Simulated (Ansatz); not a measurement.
`[CH3][AlH][SH]` + HBr → `[CH3][AlH][Br]` + H₂S  (ligand exchange at the Al–S bond)

Gas-phase electronic energies from Ansatz, PBE0-D4/def2-TZVP geometries. CCSD(T)/CBS is the MP2 limit (def2-TZVPP, def2-QZVPP) plus CCSD(T) − MP2 in def2-TZVPP, frozen cores. This one scheme is used for every species. Functionals use def2-TZVPP. HSE06 is defined as in plane-wave codes. For Br outer-core shells are correlated without core-valence functions, which leaves a few kJ/mol of doubt a bond. Scalar relativity is left out up to krypton. One conformer a species, not always the lowest.

| level | ΔE (kcal/mol) |
| --- | --- |
| BHLYP-D4 | -12.7 |
| ωB97M-V | -12.0 |
| HSE06 | -11.4 |
| CAM-B3LYP | -12.0 |
| LC-ωPBE | -11.6 |
| CCSD/def2-QZVPP | -12.3 |
| CCSD(T)/def2-QZVPP | -11.8 |
| MP2/CBS(def2) | -12.4 |

Task: What does CCSD(T)/CBS give? (An estimate is asked.)

Result: Computed: -12.0 kcal/mol. The listed levels differ from it by -0.7, 0.0, 0.6, 0.0, 0.4, -0.3, 0.2, -0.4 kcal/mol.

Largest T1 diagnostic among the species: 0.010.

From BLYP to BHLYP (50 % exact exchange), in def2-TZVPP and without D4, ΔE moves by −1.7 kcal/mol. Leaving LDA and LC-ωPBE aside and taking each functional with its dispersion term where it has one, the values, not all of them listed here, spread over 2.7 kcal/mol, from BHLYP-D4 to revPBE-D4.
